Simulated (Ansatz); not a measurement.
A nudged elastic band was laid between two geometries of CH₉GeNOSi (14 atoms, charge 0, multiplicity 1).

All numbers below come from Ansatz 0.2.0, RKS PBE/def2-SVP.

```yaml
movable_images: 5
climbing_image: yes
spring: 5.0 eV/Å²
optimiser: quadratic models (default)
start_path: through a guess of the saddle point
force_threshold: 0.05 eV/Å
iteration_limit: 60
end_points: relaxed
```

Initial state:

```xyz
14
Properties=species:S:1:pos:R:3
N -1.480 0.751 0.475
C -0.242 0.038 0.482
Ge 1.060 0.974 1.675
O 0.416 -0.081 -0.807
Si 0.087 -1.318 -1.904
H -2.219 0.263 -0.049
H -1.373 1.689 0.070
H -0.430 -0.980 0.898
H 0.576 0.935 3.149
H 1.147 2.450 1.202
H 2.458 0.313 1.569
H 0.311 -2.671 -1.273
H 1.018 -1.119 -3.061
H -1.341 -1.273 -2.397
```

Final state:

```xyz
14
Properties=species:S:1:pos:R:3
N -1.346 0.172 0.164
C -0.016 -0.244 0.564
Ge 1.021 1.129 1.597
O 0.768 -0.554 -0.579
Si -0.023 -1.112 -1.983
H -2.076 -0.086 0.835
H -1.423 1.174 -0.050
H -0.135 -1.154 1.199
H 0.313 1.399 2.957
H 0.987 2.438 0.759
H 2.491 0.711 1.858
H -0.940 -2.276 -1.713
H 1.126 -1.581 -2.830
H -0.758 -0.047 -2.749
```

Task: Which bonds break or form, and what moves?

Result: No bond is made or broken. The height of N1 over the plane of its neighbours goes from -0.35 to 0.32 Å.

Task: Give the energies along the band, and the barrier.

Result: The forces met the threshold. The highest image is number 3 of 0 to 6, 0.068 eV above the first end and 0.064 eV above the last; the last end lies 0.003 eV above the first. A vibrational analysis at the climbing image gives one clearly imaginary mode, 433i cm⁻¹: a first-order saddle point.

```
image  path coordinate (Å)  energy (eV)  height of N1 over the plane of its neighbours (Å)
    0                 0.00        0.000                                              -0.35
    1                 1.06       -0.002                                              -0.34
    2                 2.13        0.001                                              -0.32
    3                 3.19        0.068                                               0.01
    4                 3.49        0.019                                               0.27
    5                 3.78        0.006                                               0.32
    6                 4.08        0.003                                               0.32
```

Task: What is the geometry of the highest image?

Result: 
```xyz
14
Properties=species:S:1:pos:R:3
N -1.339 0.176 0.354
C -0.026 -0.267 0.654
Ge 1.047 1.162 1.556
O 0.754 -0.683 -0.490
Si -0.011 -1.058 -1.952
H -2.147 -0.430 0.477
H -1.516 1.121 0.019
H -0.103 -1.138 1.344
H 0.482 1.436 2.978
H 0.887 2.450 0.699
H 2.547 0.788 1.653
H -1.065 -2.129 -1.809
H 1.106 -1.583 -2.805
H -0.628 0.126 -2.649
```

Task: What are the harmonic wavenumbers there?

Result: 433i, 36, 123, 136, 195, 215, 242, 411, 422, 543, 559, 646, 680, 734, 744, 788, 848, 856, 910, 918, 936, 990, 1020, 1152, 1227, 1328, 1546, 2061, 2075, 2097, 2135, 2150, 2192, 2958, 3527, 3648 cm⁻¹.

The run took 5.7 min on 2 threads of Arm Neoverse V1 (shared host), peak memory 0.2 GiB.
